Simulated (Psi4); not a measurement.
BiI$_{3}$ (SMILES [I][Bi]([I])[I]), singlet, geometry from GFN2-xTB (such geometries of metal compounds can be far from the true shape) (core potentials on Bi, I); CAM-B3LYP/def2-SVP in Psi4 1.11.

Input for Psi4:
```
memory 2 GB

molecule {
0 1
  Bi   -0.00303733   -0.01332568    0.92117636
  I     0.41268267   -2.36086336   -0.51376290
  I     1.84681524    1.54675341   -0.45250688
  I    -2.25474133    0.83497847   -0.47632715
}

set basis def2-svp
set scf_type pk
set puream true
set d_convergence 1e-8
set dft_radial_points 99
set dft_spherical_points 590

energy('cam-b3lyp')
print_variables()
```

Problem. Predict the main parts of the log of this Psi4 run.

Solution. 
```
   => Loading Basis Set <=

    Name: DEF2-SVP
    Role: ORBITAL
    Keyword: BASIS

    !!!  WARNING: ECP capability is in beta. Please check occupations closely.  !!!

         ---------------------------------------------------------
                                   SCF
               by Justin Turney, Rob Parrish, Andy Simmonett
                          and Daniel G. A. Smith
                              RKS Reference
         ---------------------------------------------------------

  ==> Geometry <==

    Molecular point group: c1
    Full point group: C1

    Geometry (in Angstrom), charge = 0, multiplicity = 1:

       Center              X                  Y                   Z               Mass
    ------------   -----------------  -----------------  -----------------  -----------------
         BI          -0.002984571837    -0.013094208326     0.905175171669   208.980399100000
         I            0.412735428163    -2.360631888326    -0.529764088331   126.904471900000
         I            1.846867998163     1.546984881674    -0.468508068331   126.904471900000
         I           -2.254688571837     0.835209941674    -0.492328338331   126.904471900000

  Running in c1 symmetry.

  Rotational constants: A =      0.01235  B =      0.01235  C =      0.00767 [cm^-1]
  Rotational constants: A =    370.26854  B =    370.26853  C =    229.79617 [MHz]
  Nuclear repulsion =  566.394426470593316

  Charge       = 0
  Multiplicity = 1
  Electrons    = 98
  Nalpha       = 49
  Nbeta        = 49

  ==> Algorithm <==

  SCF Algorithm Type is PK.
  DIIS enabled.
  MOM disabled.
  Fractional occupation disabled.
  Guess Type is SAD.
  Energy threshold   = 1.00e-06
  Density threshold  = 1.00e-08
  Integral threshold = 1.00e-12

  ==> Primary Basis <==

  Basis Set: DEF2-SVP
    Blend: DEF2-SVP
    Number of shells: 40
    Number of basis functions: 104
    Number of Cartesian functions: 112
    Spherical Harmonics?: true
    Max angular momentum: 2

  Core potential: DEF2-SVP
    Number of shells: 16
    Number of ECP primitives: 105
    Number of ECP core electrons: 144
    Max angular momentum: 3

  ==> DFT Potential <==

   => LibXC <=

    Version 7.1.2
    S. Lehtola, C. Steigemann, M. J. T. Oliveira, and M. A. L. Marques,  SoftwareX 7, 1–5 (2018) (10.1016/j.softx.2017.11.002)

   => Composite Functional: CAM-B3LYP <=

    CAM-B3LYP Hyb-GGA Exchange-Correlation Functional

    T. Yanai, D. P. Tew, and N. C. Handy,  Chem. Phys. Lett. 393, 51 (2004) (10.1016/j.cplett.2004.06.011)

    Deriv               =              1
    GGA                 =           TRUE
    Meta                =          FALSE

    Exchange Hybrid     =           TRUE
    MP2 Hybrid          =          FALSE

   => Exchange Functionals <=

    0.3500         Becke 88 [omega = 0.3300]
    0.4600   Short-range recipe for B88 functional - erf [omega = 0.3300]

   => Exact (HF) Exchange <=

    0.4600            HF,LR [omega = 0.3300]
    0.1900               HF

   => Correlation Functionals <=

    0.1900   Vosko, Wilk & Nusair (VWN5)
    0.8100   Lee, Yang & Parr

   => LibXC Density Thresholds  <==

    XC_HYB_GGA_XC_CAM_B3LYP:  1.00E-14

   => Molecular Quadrature <=

    Radial Scheme          =       TREUTLER
    Pruning Scheme         =           NONE
    Nuclear Scheme         =       TREUTLER

    Blocking Scheme        =         OCTREE
    BS radius alpha        =              1
    Pruning alpha          =              1
    Radial Points          =             99
    Spherical Points       =            590
    Total Points           =         205675
    Total Blocks           =           1648
    Max Points             =            256
    Max Functions          =             99
    Weights Tolerance      =       1.00E-15

  ==> Integral Setup <==

  Using in-core PK algorithm.
   Calculation information:
      Number of atoms:                   4
      Number of AO shells:              40
      Number of primitives:             92
[...]

  Computing range-separated integrals for PK
  We computed 269371 wK shell quartets total.
  Whereas there are 336610 wK unique shell quartets.

  ==> DiskJK: Disk-Based J/K Matrices <==

    J tasked:                  Yes
    K tasked:                  Yes
    wK tasked:                 Yes
    Omega:               3.300E-01
    Schwarz Cutoff:          1E-12

  Minimum eigenvalue in the overlap matrix is 1.1880130263E-02.
  Reciprocal condition number of the overlap matrix is 3.2885916528E-03.
    Using symmetric orthogonalization.

  ==> Pre-Iterations <==

  SCF Guess: Superposition of Atomic Densities via on-the-fly atomic UHF (no occupation information).

   -------------------------
    Irrep   Nso     Nmo
   -------------------------
     A        104     104
   -------------------------
    Total     104     104
   -------------------------

  ==> Iterations <==

                        Total Energy        Delta E     RMS |[F,P]|

   @RKS iter SAD: -1097.19353131931894   -1.09719e+03   0.00000e+00
   @RKS iter   1: -1107.41441578291005   -1.02209e+01   7.67524e-03 ADIIS/DIIS
   @RKS iter   2: -1107.58231041085014   -1.67895e-01   6.62972e-03 ADIIS/DIIS
   @RKS iter   3: -1107.82564114842626   -2.43331e-01   1.29824e-03 ADIIS/DIIS
   @RKS iter   4: -1107.83705725118421   -1.14161e-02   4.09061e-04 ADIIS/DIIS
   @RKS iter   5: -1107.83846974260746   -1.41249e-03   7.27952e-05 DIIS
   @RKS iter   6: -1107.83852376965319   -5.40270e-05   1.80136e-05 DIIS
   @RKS iter   7: -1107.83853176739285   -7.99774e-06   4.36973e-06 DIIS
   @RKS iter   8: -1107.83853242764371   -6.60251e-07   1.72666e-06 DIIS
   @RKS iter   9: -1107.83853249268032   -6.50366e-08   4.58979e-07 DIIS
   @RKS iter  10: -1107.83853249567642   -2.99610e-09   1.69137e-07 DIIS
   @RKS iter  11: -1107.83853249611093   -4.34511e-10   2.42729e-08 DIIS
   @RKS iter  12: -1107.83853249612821   -1.72804e-11   6.98079e-09 DIIS
  Energy and wave function converged.

  ==> Post-Iterations <==

   Electrons on quadrature grid:
      Ntotal   =   98.0000034654 ; deviation = 3.465e-06

    Orbital Energies [Eh]
    ---------------------

    Doubly Occupied:

[...]
      49A     -0.316626

    Virtual:

[...]
     104A     55.872269

    Final Occupation by Irrep:
              A
    DOCC [    49 ]
    NA   [    49 ]
    NB   [    49 ]

  @RKS Final Energy: -1107.83853249612821

   => Energetics <=

    Nuclear Repulsion Energy =            566.3944264705933165
    One-Electron Energy =               -3058.0946034104326827
    Two-Electron Energy =                1444.8646847104332664
    DFT Exchange-Correlation Energy =     -61.0030402667221381
    Empirical Dispersion Energy =           0.0000000000000000
    VV10 Nonlocal Energy =                  0.0000000000000000
    Total Energy =                      -1107.8385324961282095

Computation Completed

Properties will be evaluated at   0.000000,   0.000000,   0.000000 [a0]

Properties computed using the SCF density matrix

 Multipole Moments:

 ------------------------------------------------------------------------------------
     Multipole            Electronic (a.u.)      Nuclear  (a.u.)        Total (a.u.)
 ------------------------------------------------------------------------------------

 L = 1.  Multiply by 2.5417464519 to convert [e a0] to [Debye]
 Dipole X            :         -0.1063965            0.1024727           -0.0039238
 Dipole Y            :         -0.4667908            0.4495783           -0.0172125
 Dipole Z            :         32.2681195          -31.0784045            1.1897149
 Magnitude           :                                                    1.1898459

 ------------------------------------------------------------------------------------

  Variable Map:
  ----------------------------------------------------------------------------
[...]
  Array Variable Map:
  ----------------------------------------------------------------------------
[...]
[...]
```
